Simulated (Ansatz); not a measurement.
`O[CH](Cl)[Zn][F]` at its PBE0-D4/def2-TZVP geometry, where that method's forces vanish. Charge 0, multiplicity 1.

```
atom   x (Å)   y (Å)   z (Å)
  O1   0.379  -0.677   1.393
  C2   0.406  -0.446   0.035
 Cl3  -0.564  -1.711  -0.879
 Zn4  -0.262   1.243  -0.678
  F5  -0.887   2.741  -1.327
  H6  -0.503  -0.518   1.739
  H7   1.430  -0.631  -0.283
```

For each bond, give half the difference of the two atoms' forces along it (eV/Å; positive pushes the atoms apart) under PBE-D4, r2SCAN-D4, B3LYP-D4, ωB97M-V in def2-TZVPP. (Estimate.)

Computed: 
```json
{"bond": "O1–C2", "length (Å)": "1.377", "PBE-D4": "0.22", "r2SCAN-D4": "0.19", "B3LYP-D4": "0.21", "ωB97M-V": "0.37"}
{"bond": "O1–H6", "length (Å)": "0.961", "PBE-D4": "0.42", "r2SCAN-D4": "0.03", "B3LYP-D4": "-0.04", "ωB97M-V": "-0.13"}
{"bond": "C2–Cl3", "length (Å)": "1.837", "PBE-D4": "0.24", "r2SCAN-D4": "0.29", "B3LYP-D4": "0.31", "ωB97M-V": "0.05"}
{"bond": "C2–Zn4", "length (Å)": "1.951", "PBE-D4": "-0.23", "r2SCAN-D4": "-0.13", "B3LYP-D4": "-0.02", "ωB97M-V": "-0.15"}
{"bond": "C2–H7", "length (Å)": "1.089", "PBE-D4": "0.12", "r2SCAN-D4": "-0.06", "B3LYP-D4": "-0.24", "ωB97M-V": "-0.18"}
{"bond": "Zn4–F5", "length (Å)": "1.748", "PBE-D4": "0.28", "r2SCAN-D4": "-0.08", "B3LYP-D4": "0.11", "ωB97M-V": "0.05"}
```

B3LYP here is the variant with VWN-RPA as its local correlation; programs differ in this.
